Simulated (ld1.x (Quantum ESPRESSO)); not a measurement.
## Transferability test, RRKJ potential for Nb (Z = 41)

niobium, norm-conserving RRKJ (Kleinman–Bylander form), made with ld1.x (Quantum ESPRESSO) 7.5 (PBE, scalar-relativistic). Core [Ar] 3d10, reference 4s2 4p6 4d4 5s1 5p0. Waves: 4s (bound): rc 1.80 bohr; 4p (bound): rc 1.75 bohr; 4d (bound): rc 2.50 bohr. Local part: all-electron potential smoothed inside 1.55 bohr (lloc = -1). Core correction: none.

Occupied shells without a wave of their own: 5s. They enter only through the test configuration that unscreens the potential.

Energies are relative to the spin-unpolarised reference configuration 4s2 4p6 4d4 5s1 5p0; without spin polarisation the order of configurations can differ from experiment. The frozen-core shift is the all-electron ΔE with the core orbitals held at their reference shape minus the fully relaxed ΔE.

(1) Give the all-electron excitation energy and the error of the potential for: 4s2 4p6 4d4 5s0 5p0; 4s2 4p6 4d3 5s0 5p0; 4s2 4p6 4d2 5s0 5p0; 4s2 4p6 4d1 5s0 5p0; 4s2 4p6 4d4 5s0 5p1; 4s2 4p6 4d5 5s0 5p0; 4s2 4p5 4d4 5s1 5p0.

Levels in the configuration 4s2 4p6 4d4 5s0 5p1:

```
level  all-electron (eV)  pseudo (eV)
   4s            -59.639      -59.858
   4p            -35.778      -35.979
   4d             -4.175       -4.301
   5p             -1.753       -1.814
```

The potential misses its own reference levels by up to 0.3 eV.

## Answers

(1)

```
valence configuration  charge  ΔE all-electron (eV)  error AE − PS (meV)  frozen-core shift (meV)
  4s2 4p6 4d4 5s0 5p0      +1                 6.637                 -392                     +1.5
  4s2 4p6 4d3 5s0 5p0      +2                20.677                 -612                      0.0
  4s2 4p6 4d2 5s0 5p0      +3                45.402                 -840                     -0.6
  4s2 4p6 4d1 5s0 5p0      +4                82.308                 -954                     +4.3
  4s2 4p6 4d4 5s0 5p1       0                 2.952                 -307                     +0.5
  4s2 4p6 4d5 5s0 5p0       0                 1.270                 -248                     +2.2
  4s2 4p5 4d4 5s1 5p0      +1                39.749                  -55                      +16
```

The 5s level has no wave, so the channel is fitted at the deeper level alone: the likely source of the large errors. A variational frozen-core shift is positive and of second order in the change. This column holds negative values, so the frozen-core run of ld1.x carries numerical noise or an error of first order here, and the column gives no more than the rough size of the effect.
